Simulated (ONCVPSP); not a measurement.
## Which change was made? (Co, ONCV)

```json
{
  "Element": "cobalt",
  "Generator": "ONCVPSP 4.0.1",
  "Type": "optimised norm-conserving Vanderbilt (ONCV)",
  "Functional": "LDA (Perdew-Wang 92)",
  "Relativity": "scalar-relativistic",
  "Frozen core": "[Ne]",
  "Valence charge": "17",
  "Reference configuration": "3s2 3p6 3d6 (charge +3)",
  "Partial waves": "3s: rc 0.95 bohr, ncon 5, nbas 9, qcut 12.7 1/bohr, 3 projectors, debl 3.3 Ha; 3p: rc 1.20 bohr, ncon 4, nbas 9, qcut 10.5 1/bohr, 2 projectors, debl 3.9 Ha; 3d: rc 0.95 bohr, ncon 4, nbas 9, qcut 17.6 1/bohr, local",
  "Local potential": "the d channel",
  "Core correction": "none"
}
```

In the s channel the program set the typed energies aside and used -5.155, 0.250, 3.550 Ha.

Cutoffs, loose and tight: the cutoffs (Ha) at which the residual kinetic energy of the hardest occupied pseudo-wave falls to 1 and 0.1 mHa per electron. They do not see the model core or the augmentation charge, which bear on the density cutoff. Test errors are all-electron minus pseudo excitation energies from the reference, over the configurations 3s2 3p6 3d7 4s2; 3s2 3p6 3d7 4s1; 3s2 3p6 3d7; 3s2 3p5 3d7 4s2; variants that change the core or the reference have their own tests.

The base gives: outcome: generated, projector energies reset by the program; cutoff, loose: 110 Ha; cutoff, tight: 126 Ha; bound ghosts: none; GHOST(+) flags above zero: s, p; largest test error (meV): +19.

Q: After one change the result is: outcome: generated, projector energies reset by the program; cutoff, loose: 128 Ha; cutoff, tight: 149 Ha; bound ghosts: none; GHOST(+) flags above zero: s; largest test error (meV): +19. Which change was it?
A. d: qcut 12.7
B. d: qcut 10.6
C. d: qcut 26.4
D. d: qcut 20.5

A: D. The others give: d: qcut 12.7 → outcome: generated, projector energies reset by the program; cutoff, loose: 81 Ha; cutoff, tight: 310 Ha; bound ghosts: none; GHOST(+) flags above zero: s; largest test error (meV): +13 | d: qcut 10.6 → outcome: generated, projector energies reset by the program; cutoff, loose: 316 Ha; cutoff, tight: 366 Ha; bound ghosts: none; GHOST(+) flags above zero: s; largest test error (meV): -15 | d: qcut 26.4 → outcome: generated, projector energies reset by the program; cutoff, loose: 217 Ha; cutoff, tight: 247 Ha; bound ghosts: none; GHOST(+) flags above zero: s; largest test error (meV): +12.
